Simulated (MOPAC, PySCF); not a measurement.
H3GaS2, SMILES `[SH][GaH][SH]` (H–S–Ga–S torsion 0°, S–Ga–S–H torsion 0°), neutral singlet in the gas phase. 

Cartesian coordinates (Å):
```xyz
6

S     -1.8643     0.1043    -0.4998
Ga     0.2610     0.7207    -0.4385
S      1.7356    -0.4597     0.7161
H     -1.7088    -0.9761     0.2839
H      0.7206     1.9894    -1.2104
H      0.8558    -1.3787     1.1487
```
Charge 0, spin multiplicity 1.

All levels are single points at this geometry (B3LYP-D3(BJ)/def2-TZVP); Pople sets use spherical d functions. Orbital energies aren't observables, and empty levels follow the basis.

| level | HOMO (eV) | LUMO (eV) | gap (eV) | dipole (D) | vertical IE, Delta-SCF (eV) |
|---|---|---|---|---|---|
| PBE-D3(BJ)/def2-TZVP in PySCF | -6.38 | -1.97 | 4.42 | 0.62 | 9.24 |
| ωB97X-D3(BJ)/def2-TZVP in PySCF | -9.97 | 0.64 | 10.61 | 0.50 | 10.03 |
| B3LYP/3-21G in PySCF | -7.45 | -1.47 | 5.97 | 0.80 | – |
| B3LYP/6-311+G** (LANL2DZ on Ga) in PySCF | -7.39 | -1.52 | 5.87 | 0.55 | – |
| B3LYP/LANL2DZ in PySCF | -7.50 | -1.55 | 5.96 | 0.82 | – |
| BP86/6-31G* in PySCF | -6.43 | -2.05 | 4.39 | 0.91 | – |
| M06-2X/6-31G* in PySCF | -8.67 | -0.65 | 8.02 | 0.67 | – |
| HF/6-31G* in PySCF | -10.33 | 1.49 | 11.81 | 0.49 | – |
| PM3 in MOPAC | -9.91 | -3.39 | 6.52 | 1.02 | – |
